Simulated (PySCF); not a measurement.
SiFCl2Br, SMILES Cl[Si](Br)(F)Cl. Atoms are numbered in the order given.

```xyz
5

F     -0.6734    -1.8784     0.0000
Si    -0.4662    -0.2859     0.0000
Cl    -1.3447     0.4697    -1.6610
Cl    -1.3447     0.4697     1.6610
Br     1.6660     0.1411     0.0000
```
Charge 0, spin multiplicity 1.

The structure is a stationary point at ωB97X-D3(BJ)/def2-SVP.

Two levels are set side by side: PBE/pcSseg-1 (PySCF) and PBE0/pcSseg-1 (PySCF). GIAO shifts against CFCl3 (¹⁹F), HCl (³⁵Cl), TMS (²⁹Si) at the same level; non-relativistic, no solvent, atoms listed together averaged. Without spin–orbit terms, shifts of atoms bonded to Cl or Br come out too high at both levels. Differences are taken from unrounded values.

```
quantity                    PBE0
-------------------------  -----
δ(¹⁹F) of F1 (ppm)         -85.1
δ(²⁹Si) of Si2 (ppm)         5.6
δ(³⁵Cl) of Cl3, Cl4 (ppm)  166.3
```

Q: What does PBE give, and how far is it from PBE0? (The exact figures need the calculation; the answer reports its results.)

A: 
```json
[
 {"quantity": "δ(¹⁹F) of F1 (ppm)", "PBE": "-92.2", "PBE minus PBE0": "-7.2"},
 {"quantity": "δ(²⁹Si) of Si2 (ppm)", "PBE": "4.1", "PBE minus PBE0": "-1.5"},
 {"quantity": "δ(³⁵Cl) of Cl3, Cl4 (ppm)", "PBE": "195.1", "PBE minus PBE0": "28.8"}
]
```

Rough cost on one machine, each run with all the roots and properties that it gave: PBE0 against PBE within a factor of 2.
